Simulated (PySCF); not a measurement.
Molecule: BIF (charge 0, doublet). SMILES: I[B]F
Coordinates optimised at B3LYP-D3(BJ)/def2-TZVP (Ansatz):
```xyz
3

B      0.7864    -0.9933     0.9989
F      2.0668    -1.1288     0.8549
I     -0.4252     0.2854    -0.2394
```
Charge 0, spin multiplicity 2.

Wanted: atomisation energy, in kcal/mol. Set-up: dispersion terms only where a functional's name holds one; UHF or UKS for open shells; no spin-orbit coupling; atomisation electronic, to ground-state atoms; def2 sets with scalar-relativistic core potentials past Kr. Ab initio and DFT rows: single points at B3LYP-D3(BJ) geometries (Ansatz).

```
species  coefficient  E at BP86/def2-SVP (PySCF), Eh  E at M06-2X/def2-TZVPD (PySCF), Eh
-------  -----------  ------------------------------  ----------------------------------
F[B]I             -1                      -422.42977                          -422.34092
B atom            +1                       -24.62165                           -24.64988
F atom            +1                       -99.63266                           -99.73422
I atom            +1                      -297.80355                          -297.61191
```

 1 Eh = 627.5095 kcal/mol.

Question: Work the quantity out at each level.

Answer: 
- BP86/def2-SVP: the sum of coefficient times E is 0.37191 Eh, or 233.38 kcal/mol. Result: 233.4 kcal/mol.
- M06-2X/def2-TZVPD: the sum of coefficient times E is 0.34491 Eh, or 216.43 kcal/mol. Result: 216.4 kcal/mol.
